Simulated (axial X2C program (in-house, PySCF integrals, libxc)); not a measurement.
Worked dissociation energy of FeN: PW91, spin-free

All values were computed with an axial X2C code built on PySCF integrals. Spin-free means the one-electron spin-free X2C Hamiltonian. Basis: Fe dyall-cv3z [9s10p6d3f2g], N dyall-av3z [7s7p3d2f] (cores contracted in-house); Gaussian nuclei, density fitting, unrestricted open shells. Masses: Fe 55.935 u, N 14.003 u.

Molecular state: M_S = 5/2, Λ = 0 (beyond evenly filled blocks: σα, π+α, π-α, δ+α, δ-α).

* E(Fe) (2M_S = 4, M_L = 0): -1272.750590 hartree
* E(N) (2M_S = 3, M_L = 0): -54.608604 hartree
* E(FeN) at Re: -1327.511112 hartree
* ωe: 918.9 cm⁻¹
* ωexe: 6.51 cm⁻¹

Work out De and D0.

De = -1272.750590 + (-54.608604) − (-1327.511112) = 0.15192 hartree = 4.134 eV. The zero-point energy is ωe/2 − ωexe/4 = 458 cm⁻¹ = 0.057 eV, so D0 = 4.077 eV.

The state is a single determinant with fixed occupations, the lowest that a limited PBE0 search found. De is counted from the lowest determinant-based energies of the atoms at the same level, without counterpoise correction. PBE0 can misorder states that lie within some tenths of an eV, so this need not be the ground state of the molecule. The nearest other spin-free determinant of the search, M_S = 3/2, Λ = 1, lies 0.40 eV up at the distance of the search. At some level and bond length an empty orbital lies below a filled one.

Each atomic determinant is the lowest at this level and need not be a pure term. Totals compare only within one Hamiltonian and basis.
